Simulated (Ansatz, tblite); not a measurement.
Removing an electron: Si(CCH)2Me2 (C6H8Si). The state is a singlet with charge 0. Geometry: PBE0-D4/def2-SVP. Ansatz, gas phase; energy differences of separate SCF runs; the oxidised species was run as a doublet alone.

Cartesian coordinates in Å:
```
Si -0.055 -0.007 0.030
C 0.236 -0.345 -1.758
C 0.416 -0.573 -2.940
H 0.575 -0.775 -3.984
C 1.537 0.568 0.757
C 2.579 0.951 1.257
H 3.503 1.289 1.691
C -0.583 -1.589 0.878
H -0.722 -1.417 1.957
H 0.178 -2.372 0.746
H -1.533 -1.952 0.455
C -1.335 1.347 0.201
H -2.284 1.038 -0.263
H -0.992 2.269 -0.292
H -1.520 1.569 1.263
```

The xTB rows come from tblite. LC-ωPBE has ω = 0.4 bohr⁻¹. Correlated methods freeze 11 core orbitals. The rows differ in basis, and correlated rows in double-zeta sets carry the largest basis error. In CCSD on the charge 1 doublet the largest single amplitude is 0.36, so its Hartree–Fock determinant may place the open shell otherwise than the density functionals do.

Question: Estimate orbital energies and vertical ionisation energies at: GFN1-xTB; GFN2-xTB; PBE-D4/def2-TZVP; PBE0-D4/def2-TZVP; LC-ωPBE/def2-TZVP; CCSD/def2-SVP; CCSD(T)/def2-SVP.

Answer: 
| level | −HOMO (eV) | vertical IE (eV) | −LUMO (eV) | HOMO–LUMO gap (eV) | remarks |
| --- | --- | --- | --- | --- | --- |
| GFN1-xTB | 11.66 | 14.19 | 6.89 | 4.77 | – |
| GFN2-xTB | 10.66 | 13.34 | 5.84 | 4.82 | – |
| PBE-D4/def2-TZVP | 6.70 | 9.22 | 1.19 | 5.51 | – |
| PBE0-D4/def2-TZVP | 7.90 | 9.64 | 0.25 | 7.65 | – |
| LC-ωPBE/def2-TZVP | 10.64 | 10.33 | -2.01 | 12.66 | – |
| CCSD/def2-SVP | – | 10.14 | – | – | large T1 (0.058) (+1 doublet) |
| CCSD(T)/def2-SVP | – | 10.14 | – | – | large T1 (0.058) (+1 doublet) |

Run but left out: HF/def2-SVP, MP2/def2-SVP (charge +1 doublet: a determinant that CCSD turns far, T1 0.058).  Raw xTB energy differences between charge states are shifted by several eV; the methods need an empirical correction for them.
